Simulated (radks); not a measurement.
Values are calculated unless marked as measured or tabulated.
Q: Ionisation ladder of zinc, from Zn XXIII to Zn XXX. Each ion is in the ground configuration listed by NIST, and IE = E(next ion) - E(this ion), with E = 0 for the bare nucleus. Level of theory: scalar-relativistic Kohn-Sham, exchange-only LDA, spin-polarised, spherical densities, point nucleus; open shells are filled with parallel spins first (a radial shooting solver on a logarithmic mesh with Libxc functionals).

| species | configuration | IE, Delta-SCF (eV) | -e(HOMO) (eV) | HOMO |
|---|---|---|---|---|
| Zn XXIII | [He] 2s2 2p4 | 2073.3 | 2018.3 | 2p down |
| Zn XXIV | [He] 2s2 2p3 | ? | 2169.4 | 2p up |
| Zn XXV | [He] 2s2 2p2 | 2350.7 | 2290.4 | 2p up |
| Zn XXVI | [He] 2s2 2p1 | ? | 2411.4 | 2p up |
| Zn XXVII | [He] 2s2 | ? | 2615.5 | 2s |
| Zn XXVIII | [He] 2s1 | 2778.8 | 2733.8 | 2s up |
| Zn XXIX | [He] | ? | 11662.2 | 1s |
| Zn XXX | 1s1 | 12358.7 | 12173.7 | 1s up |

Estimate the withheld Delta-SCF values.

A: Zn XXIV: 2229.5 eV (NIST 2214); Zn XXVI: 2470.8 eV (NIST 2492); Zn XXVII: 2659.7 eV (NIST 2670); Zn XXIX: 11843.4 eV (NIST 11864.9).
